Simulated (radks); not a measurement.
The numbers below are computed, except where a source is named.
Species: Kr3+. Configuration: [Ar] 3d10 4s2 4p3. Code: a radial shooting solver on a logarithmic mesh with Libxc functionals. Model: Dirac Kohn-Sham, PBEsol, spin-unpolarised, spherical densities, point nucleus; open shells are shared between the two j in proportion to 2j + 1.

Spin-orbit splittings of the eigenvalues, e(l+1/2) - e(l-1/2), with zeta = 2 splitting/(2l+1) and mean radii in bohr:

\begin{tabular}{lrrrrr}
shell & occ. & splitting (eV) & zeta (eV) & <r> j=l-1/2 & <r> j=l+1/2 \\ \hline
2p & 6 & 53.78 & 35.85 & 0.1574 & 0.1614 \\
3p & 6 & 7.930 & 5.287 & 0.5332 & 0.5437 \\
3d & 10 & 1.310 & 0.5238 & 0.5514 & 0.5552 \\
4p & 3 & 0.8992 & 0.5995 & 1.643 & 1.670 \\
\end{tabular}
